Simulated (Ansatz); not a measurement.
```xyz
13

Si   -0.798   -2.162    1.153
Si    0.602   -0.713   -0.043
N    -0.281    0.675   -0.556
Ge    0.384    2.371   -0.822
H    -1.248   -1.540    2.428
H    -0.102   -3.441    1.463
H    -2.009   -2.477    0.341
H     1.715   -0.230    0.819
H     1.229   -1.486   -1.160
H    -1.184    0.514   -0.977
H     0.924    2.557   -2.255
H    -0.756    3.374   -0.579
H     1.523    2.559    0.189
```

Charge 0, multiplicity 1.

(1) List the ωB97M-V/def2-TZVPP orbital energies in eV (Ansatz). (Estimate.)

## Answers

(1) Computed: Occupied: -10866.72, -1807.01, -1806.64, -1362.54, -1210.27, -1210.26, -1210.26, -394.22, -174.35, -148.05, -147.77, -123.61, -123.59, -123.57, -102.17, -102.16, -102.14, -101.87, -101.87, -101.87, -36.46, -36.40, -36.39, -36.33, -36.32, -26.13, -18.67, -18.10, -16.92, -14.51, -13.00, -12.79, -12.18, -12.01, -11.91, -11.56, -10.50, -9.33. Lowest empty: 1.32, 2.11, 2.36, 2.64, 2.91, 3.12, 3.38, 3.45.
